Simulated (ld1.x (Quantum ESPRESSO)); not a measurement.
Which change was made? (Pd, TM)

palladium, norm-conserving Troullier–Martins (Kleinman–Bylander form), made with ld1.x (Quantum ESPRESSO) 7.5 (PBE, scalar-relativistic). Core [Ar] 3d10 4s2, reference 4p6 4d8 5s0 5p0 (charge +2). Waves: 5s (bound, empty): rc 2.35 bohr; 4p (bound): rc 1.10 bohr; 4d (bound): rc 1.85 bohr. Local part: all-electron potential smoothed inside 1.65 bohr (lloc = -1). Core correction: Bessel-smoothed model core inside 0.80 bohr.

Cutoffs, loose and tight: the cutoffs (Ry, on a coarse ladder) from which the occupation-weighted sum of valence levels, in a spherical-Bessel basis at the reference potential, stays within 10 and 1 mRy of its value at 400 Ry. They do not see the model core or the augmentation charge, which bear on the density cutoff. Test errors are all-electron minus pseudo excitation energies from the reference, over the configurations 4p6 4d10 5s0 5p0; 4p6 4d9 5s0 5p0; 4p6 4d7 5s0 5p0; 4p6 4d8 5s1 5p0; 4p6 4d9 5s0 5p1; 4p6 4d6 5s0 5p0; 4p6 4d9 5s1 5p0; variants that change the core or the reference have their own tests.

The base gives: outcome: generated; cutoff, loose: 140 Ry; cutoff, tight: 180 Ry; bound ghosts: s; largest test error (meV): -62.

(1) After one change the result is: outcome: generated; cutoff, loose: 140 Ry; cutoff, tight: 180 Ry; bound ghosts: s; largest test error (meV): +426. Which change was it?
A. wave 4d (bound): rc 1.85 bohr becomes 4d (bound): rc 1.38 bohr
B. wave 4d (bound): rc 1.85 bohr becomes 4d (bound): rc 2.32 bohr
C. wave 4d (bound): rc 1.85 bohr becomes 4d (bound): rc 2.80 bohr

Answers

(1) C. The others give: wave 4d (bound): rc 1.85 bohr becomes 4d (bound): rc 1.38 bohr → outcome: generated; cutoff, loose: 140 Ry; cutoff, tight: 180 Ry; bound ghosts: s; largest test error (meV): -79 | wave 4d (bound): rc 1.85 bohr becomes 4d (bound): rc 2.32 bohr → outcome: generated; cutoff, loose: 140 Ry; cutoff, tight: 180 Ry; bound ghosts: s; largest test error (meV): +68.
